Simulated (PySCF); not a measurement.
Compound: CF3CH2Br, C2H2BrF3.
Z-matrix (Å and degrees, PBE0-D3(BJ)/def2-SVP geometry), rows numbered from 1:
```
F 
C   1  1.3292
F   2  1.3293  1  108.15
F   2  1.3383  1  107.86  3   116.41
C   2  1.5121  1  112.03  3  -124.11
Br  5  1.9217  2  112.67  1    60.73
H   5  1.0966  2  108.79  1   -59.47
H   5  1.0965  2  108.85  1  -179.00
```

A calculation gives these core lines: C 1s: 293.07 (area 1), 298.75 (area 1) eV; F 1s: 694.34 eV.

Theory: delta-SCF UKS SCAN, pcX-2 on the ionised atom, pcseg-1 elsewhere, spin-free X2C (PySCF). Isolated species at its PBE0-D3(BJ)/def2-SVP geometry, gas phase.

Problem. Which carbon gives which C 1s line?

Solution. 293.07 eV: C5 (sp3 C–Br carbon); 298.75 eV: C2 (CF3 carbon). The listed C 1s values span 5.68 eV, from C5 (bonded to Br, C and 2 H) to C2 (bonded to 3 F and C).

Bonded neighbours of each site: F1/F3/F4: C; C2: 3 F and C; C5: Br, C and 2 H.

Problem. Which effective nuclear charge Zeff reproduces each element's mean 1s value in the hydrogen-like formula E = 13.606 eV × Zeff²?

Solution. C (Z = 6): mean 295.9 eV, Zeff = 4.66, Z − Zeff = 1.34; F (Z = 9): mean 694.3 eV, Zeff = 7.14, Z − Zeff = 1.86. Means run over the listed sites, weighted by atom count.

One atom of each set of topologically equivalent atoms was ionised and stands for the set; in this conformer not all members are related by symmetry, and their own values weren't computed. No level of bromine is listed.
